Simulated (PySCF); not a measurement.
Compound: H9N3OSi3.
Structure used (PBE0-D3(BJ)/def2-SVP), in Å, numbered top down from 1:
```xyz
16
H9N3OSi3 angstrom
O     -2.584   -1.200   -1.067
Si    -1.426   -0.906    0.092
N      0.089   -1.632   -0.332
Si     1.702   -0.986   -0.304
N      1.614    0.578    0.442
Si     0.304    1.715    0.477
N     -1.152    0.800    0.245
H     -2.358   -0.895   -1.952
H     -2.037   -1.519    1.299
H      0.004   -2.587   -0.672
H      2.644   -1.820    0.508
H      2.255   -0.954   -1.697
H      2.398    0.808    1.045
H      0.377    2.773   -0.583
H      0.372    2.430    1.792
H     -2.005    1.349    0.158
```

All values: wB97X-D/def2-SVPD (PySCF, non-relativistic), on one gas-phase PBE0-D3(BJ)/def2-SVP geometry that isn't relaxed in the solvent. The solvent is an IEF-PCM continuum (van der Waals radii × 1.2), and excitations are vertical TDDFT with non-equilibrium linear response and a frozen core. The model holds no explicit solvent molecules, cavitation or dispersion.

| run | E − E(gas) (kcal/mol) | HOMO (eV) | HOMO–LUMO gap (eV) | dipole (D) | lowest singlet (eV) | static polarisability (au) |
| --- | --- | --- | --- | --- | --- | --- |
| gas | 0.00 | -9.29 | 11.00 | 1.09 | 6.63 | 97.0 |
| P | -6.02 | -9.19 | 11.07 | 1.34 | 6.68 | 123.4 |
| Q | -7.29 | -9.18 | 11.08 | 1.41 | 6.69 | 130.0 |

**Question.** The runs were made in acetonitrile and tetrahydrofuran. Which run belongs to which solvent?

**Answer.** P = tetrahydrofuran, Q = acetonitrile. The dielectric constants are 7.426 (tetrahydrofuran), 35.69 (acetonitrile), and the energy falls further as ε rises. The optical constants n² used for the excitations are 1.97, 1.81 in the same order. In this model the ground state sees the solvent through ε alone.

**Question.** How constant is the ratio of the lowering to (ε − 1)/(2ε + 1)?

**Answer.** 
```json
{"solvent": "tetrahydrofuran", "(ε − 1)/(2ε + 1)": "0.405", "E − E(gas) (kcal/mol)": "-6.02", "ratio (kcal/mol)": "-14.9", "polarisation term (kcal/mol)": "-6.58"}
{"solvent": "acetonitrile", "(ε − 1)/(2ε + 1)": "0.479", "E − E(gas) (kcal/mol)": "-7.29", "ratio (kcal/mol)": "-15.2", "polarisation term (kcal/mol)": "-8.12"}
```

The ratio changes by +2.4 % in size from tetrahydrofuran to acetonitrile. The polarisation term is half the interaction of the solute with the induced surface charges.

Hardware: one thread, x86-64 server, on a shared host. Cost: 33 s wall. This is the whole response run at wB97X-D/def2-SVPD in acetonitrile, SCF included.

The pairwise dispersion term of wB97X-D wasn't added to the energies; at a given geometry it leaves orbitals and properties as they are.
